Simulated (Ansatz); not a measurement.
Reaction (cleavage of the B–Si bond): `B[Si](C)(N)O` + `CS[SiH2]O` → `BO[SiH2]SC` + `C[SiH](N)O`

Isolated molecules relaxed with PBE0-D4/def2-TZVP in Ansatz; ΔE leaves out vibrations. CBS: MP2 limit from def2 TZ/QZ plus the TZ coupled-cluster correction, frozen cores. Functionals use def2-TZVPP. B3LYP here is the variant with VWN-RPA as its local correlation; programs differ in this. One conformer a species, not always the lowest.

```
             level  ΔE (kJ/mol)  difference from CCSD(T)/CBS
            PBE-D4       -153.7                         10.8
         r2SCAN-D4       -163.6                          0.9
           PBE0-D4       -157.8                          6.7
           ωB97X-V       -163.0                          1.5
           ωB97M-V       -168.3                         -3.8
            B2PLYP       -170.1                         -5.6
            r2SCAN       -163.6                          0.9
              PBE0       -158.0                          6.5
             B3LYP       -167.7                         -3.2
     HF/def2-TZVPP       -176.5                        -12.0
    MP2/def2-TZVPP       -171.0                         -6.5
SCS-MP2/def2-TZVPP       -171.5                         -7.0
CCSD(T)/def2-TZVPP       -166.1                         -1.6
     HF/def2-QZVPP       -178.0                        -13.5
SCS-MP2/def2-QZVPP       -171.1                         -6.6
    CCSD/CBS(def2)       -164.7                         -0.2
       CCSD(T)/CBS       -164.5                            0
```

Largest T1 diagnostic among the species: 0.012.

In def2-TZVPP, CCSD(T) changes the Hartree–Fock value by +10.4 kJ/mol (the triples alone add +0.1 kJ/mol) and MP2 by +5.5 kJ/mol. From PBE to PBE0 (25 % exact exchange), in def2-TZVPP and without D4, ΔE moves by −4.0 kJ/mol.
